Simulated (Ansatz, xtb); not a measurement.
# Worked example: C2H3ClF2 + SiHCl3 → C2H4F2 + SiCl4

Species: C2H3ClF2 (1-chloro-1,1-difluoroethane) `CC(F)(F)Cl`, singlet; SiHCl3 (trichlorosilane) `Cl[SiH](Cl)Cl`, singlet; C2H4F2 (1,1-difluoroethane) `CC(F)F`, singlet; SiCl4 `Cl[Si](Cl)(Cl)Cl`, singlet. The partners trade Cl for H: C–Cl and Si–H bonds give way to C–H and Si–Cl.

Shapes, held fixed at every level: PBE0-D4/def2-TZVP. Programs: Ansatz 0.2.0, xtb 6.7.1. The zero-point and thermal change to 298 K, harmonic and unscaled (PBE0-D4/def2-TZVP), is +9.1 kJ/mol.

At CCSD(T)/CBS estimate; 1 Eh = 2625.50 kJ/mol:

| species | energy (Eh) |
| --- | --- |
| C2H3ClF2 | -737.275902 |
| SiHCl3 | -1669.167356 |
| C2H4F2 | -278.098610 |
| SiCl4 | -2128.399593 |

Task: Work out ΔH(298 K) of the reaction at this level.

Result: 
1. Products less reactants: (-278.098610) + (-2128.399593) − [(-737.275902) + (-1669.167356)] = -0.054945 Eh = -144.3 kJ/mol.
2. With the thermal change: -144.3 + (+9.1) = -135.2 kJ/mol.

Other levels give -140.9 (BHLYP-D4/def2-TZVPP) to -129.6 kJ/mol (r2SCAN-D4/def2-TZVPP). No measured value is set beside it here. The CBS estimate extrapolates MP2 from def2-TZVPP and def2-QZVPP and adds CCSD(T) − MP2 in the triple-zeta set, cores frozen.
